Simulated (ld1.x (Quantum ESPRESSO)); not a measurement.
# What one change does to a pseudopotential (samarium, TM)

ld1.x (Quantum ESPRESSO) 7.5 input, shortened:

```
&input
   title='Sm', zed=62., rel=1, dft='PBESOL', iswitch=3,
   config='[Xe] 4f6 5d0 6s1.5 6p0'
 /
 &inputp
   pseudotype=2, tm=.true., lloc=3,
   nlcc=.false.
 /
4
5S  1  0   2.00   0.00  1.90  1.90  0.0
5P  2  1   6.00   0.00  2.80  2.80  0.0
5D  3  2   0.00   0.00  2.80  2.80  0.0
4F  4  3   6.00   0.00  1.55  1.55  0.0
 &test
   configts(1)='4f6 5s2 5p6 5d0 6s1.5 6p0'
 /
```

Occupied shells without a wave of their own: 6s. They enter only through the test configuration that unscreens the potential.

All-electron outer shells of the reference configuration (PBEsol, scalar-relativistic, ld1.x):

| shell | level (eV) | outermost node (bohr) | outermost maximum (bohr) |
| --- | --- | --- | --- |
| 4p | -250.08 | 0.30 | 0.56 |
| 4d | -131.59 | 0.28 | 0.59 |
| 5s | -46.24 | 0.69 | 1.27 |
| 5p | -26.19 | 0.74 | 1.43 |
| 6s | -5.95 | 1.69 | 3.57 |
| 4f | -5.42 | – | 0.61 |
| 5d | -4.34 | 0.84 | 2.14 |
| 6p | -3.16 | 2.04 | 4.59 |

Change: wave 5s (bound): rc 1.90 bohr becomes 5s (bound): rc 2.48 bohr.

Cutoffs: the cutoffs (Ry, on a coarse ladder) from which the occupation-weighted sum of valence levels, in a spherical-Bessel basis at the reference potential, stays within 10 and 1 mRy of its value at 400 Ry; they do not see the model core or the augmentation charge, which bear on the density cutoff. Errors are all-electron minus pseudo energies relative to the spin-unpolarised reference configuration.

Problem. Predict the effect on cutoff, ghosts and configuration errors.

Solution. The potential gets neither clearly harder nor softer (160 Ry and 230 Ry → 160 Ry and 230 Ry); both files keep a bound ghost (p, s); the miss of the reference levels goes from 0.02 to 0.26 eV; of the 7 tests that both files solve, the error grows in 5 and shrinks in 0 by more than 15 % and 0.3 meV (median size 11.6 → 110.8 meV); the range in which the s phases agree narrows (upper end 4.2 → -0.7). More of the atom is replaced by a form fitted at one configuration, so other configurations suffer.

| quantity | base | changed |
| --- | --- | --- |
| cutoff, loose | 160 Ry | 160 Ry |
| cutoff, tight | 230 Ry | 230 Ry |
| loose cutoff by channel (10 mRy a level) | s 35 Ry, p 12 Ry, f 140 Ry | s 30 Ry, p 12 Ry, f 140 Ry |
| bound ghosts | s, p | s, p |
| largest miss of a reference level, eV | 0.02 | 0.26 |
| error for 4f6 5s2 5p6 5d0 6s2 6p0, meV [ΔE -2.38 eV] | +7.8 | +111 |
| error for 4f6 5s2 5p6 5d0 6s1 6p0, meV [ΔE 3.58 eV] | -10 | -150 |
| error for 4f6 5s2 5p6 5d0 6s0 6p0, meV [ΔE 14.57 eV] | -42 | -616 |
| error for 4f5 5s2 5p6 5d0 6s0 6p0, meV [ΔE 38.45 eV] | +42 | -941 |
| error for 4f6 5s2 5p6 5d0 6s1 6p1, meV [ΔE 0.08 eV] | +12 | -93 |
| error for 4f6 5s2 5p6 5d0.5 6s1.5 6p0, meV [ΔE -1.40 eV] | -0.5 | -0.4 |
| error for 4f5 5s2 5p6 5d1 6s1 6p0, meV [ΔE 7.07 eV] | +66 | -64 |
| s: phases at 3.06 bohr within 0.05 rad from the reference energy up to (Ry; the scan ends near 5) | 4.2 | -0.7 |
| p: phases at 3.06 bohr within 0.05 rad from the reference energy up to (Ry; the scan ends near 5) | 0.3 | 0.3 |
| d: phases at 3.06 bohr within 0.05 rad from the reference energy up to (Ry; the scan ends near 5) | 1.2 | 1.2 |
| f: phases at 3.06 bohr within 0.05 rad from the reference energy up to (Ry; the scan ends near 5) | 0.9 | 0.9 |

Changed file: These tests converged, but a pseudo level misses the all-electron one widely, so the file describes the atom poorly there or has found another state: 4f5 5s2 5p6 5d0 6s0 6p0: empty 6s by 3.6 eV (a node warning on the way). The 6s level has no wave, so the channel is fitted at the deeper level alone: the likely source of the large errors. A true bound ghost makes a file unfit for plane-wave use even where its test errors are small: the radial tests pick states by their node count and pass the ghost by.
